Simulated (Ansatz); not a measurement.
`B[SiH2][GeH2][SiH3]`. Charge 0, multiplicity 1. The geometry is a stationary point of PBE0-D4/def2-TZVP. It is one conformer, not always the lowest.

```xyz
13

B     0.233    0.579    2.204
Si   -0.387   -1.106    1.363
Ge   -0.976   -0.316   -0.829
Si    0.906    0.652   -1.914
H     1.360    0.952    2.062
H    -0.533    1.310    2.759
H     0.661   -2.145    1.170
H    -1.594   -1.731    1.969
H    -2.107    0.726   -0.723
H    -1.512   -1.503   -1.652
H     2.024   -0.328   -1.949
H     0.577    1.058   -3.306
H     1.348    1.852   -1.154
```

**Question.** What is the dipole moment at B3LYP/def2-TZVPP? (Estimate.)

**Answer.** Ansatz gave: 0.16 D, with components (0.07, -0.06, 0.13) D in this frame, pointing from negative to positive charge.

**Question.** And with PBE, r2SCAN, ωB97M-V? (An estimate is asked.)

**Answer.** Ansatz gave: PBE 0.13 D, r2SCAN 0.08 D, ωB97M-V 0.25 D.

**Question.** Give the Mulliken charges with B3LYP, r2SCAN, ωB97M-V in def2-TZVPP. (An estimate is asked.)

**Answer.** The calculation gave: 
| atom | B3LYP | r2SCAN | ωB97M-V |
| --- | --- | --- | --- |
| B1 | -0.06 | -0.04 | -0.16 |
| Si2 | 0.08 | 0.12 | 0.04 |
| Ge3 | 0.01 | 0.02 | -0.14 |
| Si4 | 0.14 | 0.15 | 0.06 |
| H5 | 0.06 | 0.03 | 0.10 |
| H6 | 0.06 | 0.02 | 0.10 |
| H7 | -0.06 | -0.06 | -0.01 |
| H8 | -0.06 | -0.07 | -0.01 |
| H9 | 0.00 | 0.00 | 0.03 |
| H10 | -0.01 | -0.01 | 0.03 |
| H11 | -0.05 | -0.05 | -0.01 |
| H12 | -0.05 | -0.06 | -0.01 |
| H13 | -0.05 | -0.05 | -0.01 |

B3LYP here is the variant with VWN-RPA as its local correlation; programs differ in this.
